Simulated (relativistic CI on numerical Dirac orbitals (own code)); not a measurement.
# Ta⁴⁺: N6,7 absorption edge

Computed with this model: Dirac-Coulomb-Breit CI, KLI orbitals optimised for each configuration, a model potential for QED, valence Slater integrals scaled by 0.8, multiplet model of core-to-valence dipole absorption; configurations [Xe] 4f14 5d → [Xe] 4f13 5d2; 300 K; Lorentzian 0.3 eV and Gaussian 0.3 eV FWHM. Energies are those of the free ion, without screening or charge transfer. The branching ratio is the share of the lower-energy edge in the whole absorption, uncertain by about 0.02 where the edges overlap. S is read from ⟨S²⟩ = S(S + 1).

Field parameters in Wybourne normalisation: D3d B²₀ = −7Dσ, B⁴₀ = −14Dq − 21Dτ, B⁴₃ = −14√(10/7) Dq; Oh B⁴₀ = 21Dq, B⁴₄ = √(5/14) B⁴₀; Td as Oh with Dq negative (B⁴₀ = 21Dq, B⁴₄ = √(5/14) B⁴₀). The field is a parameter set, without covalency.

Computed curve for Td, 10Dq = -18450 cm⁻¹, scaled to 100 at the maximum (points under 2 are left out and the grid is thinned):

Energy (eV), Intensity and a bar:
```
     23.3        2.3 
     23.4        3.3 
     23.6        5.6 #
     23.7        5.9 #
     23.8        5.4 #
     24.0        3.9 #
     24.1        4.1 #
     24.2        5.0 #
     24.4        6.2 #
     24.5        5.5 #
     24.7        3.3 
     24.8        2.7 
     24.9        2.4 
     25.1        2.6 
     25.2        3.2 
     25.3        3.9 #
     25.5        5.4 #
     25.6        6.0 #
     25.7        6.9 #
     25.9       11.2 ###
     26.0       14.4 ####
     26.1       16.6 ####
     26.3       16.7 ####
     26.4       16.5 ####
     26.6       19.7 #####
     26.7       22.3 ######
     26.8       25.1 #######
     27.0       31.3 #########
     27.1       33.0 #########
     27.2       32.5 #########
     27.4       27.3 ########
     27.5       25.5 #######
     27.6       25.4 #######
     27.8       30.3 #########
     27.9       35.7 ##########
     28.0       42.3 ############
     28.2       52.6 ###############
     28.3       55.1 ################
     28.5       65.3 ###################
     28.6       77.0 #######################
     28.7       89.7 ###########################
     28.9      100.0 ##############################
     29.0       98.1 #############################
     29.1       94.1 ############################
     29.3       76.7 #######################
     29.4       62.6 ###################
     29.5       47.9 ##############
     29.7       27.0 ########
     29.8       21.3 ######
     29.9       17.4 #####
     30.1       11.2 ###
     30.2        8.7 ##
     30.4        6.0 #
     30.5        5.6 #
     30.6        5.5 #
     30.8        5.3 #
     30.9        4.8 #
     31.0        4.1 #
     31.2        2.7 
     31.3        2.3
```

The ground state has S = 0.50, and the centroid lies at 28.25 eV.
